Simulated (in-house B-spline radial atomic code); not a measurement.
**Ionising Rh5+ with different functionals**

Computed with a B-spline radial code for spherical atoms: four-component Dirac-Coulomb Hamiltonian, Fermi nucleus of rms radius 4.4945 fm, spin-restricted, spherical fractional occupations for the functionals, and exact exchange of hybrids averaged over the configuration. The ionisation energy is the difference of two self-consistent energies, [Kr] 4d4 → [Kr] 4d3, without Breit or QED terms; ε is the level of the shell that loses the electron (mean over j). The electron is taken from both j subshells in proportion to 2j + 1, so the result is a j average, not the step between ground levels.

| method | rung | ΔSCF (eV) | -ε(4d) (eV) |
| --- | --- | --- | --- |
| B97-1 | global hybrid | ? | ? |
| BHandHLYP | global hybrid | ? | ? |
| wB97X | range-separated hybrid | 79.11 | 75.59 |
| LC-wPBE | range-separated hybrid | 79.32 | 75.99 |

Q: What does B97-1 give?

A: ΔSCF 79.25 eV, and -ε(4d) = 72.71 eV.

Q: What does BHandHLYP give?

A: ΔSCF 79.11 eV, and -ε(4d) = 75.31 eV.

Q: Among the functionals, which spreads more, the ΔSCF values or the orbital energies?

A: The orbital energies: ΔSCF values span about 0.21 eV and the orbital energies 3.28 eV; here energy differences depend much less on the functional than eigenvalues do.

Q: How do they compare with the NIST value?

A: NIST lists 80 eV ± 2 (tabulated theory, ground level to ground level). Errors run from -0.89 to -0.68 eV; all lie within about twice that uncertainty, so the table can't rank the methods.
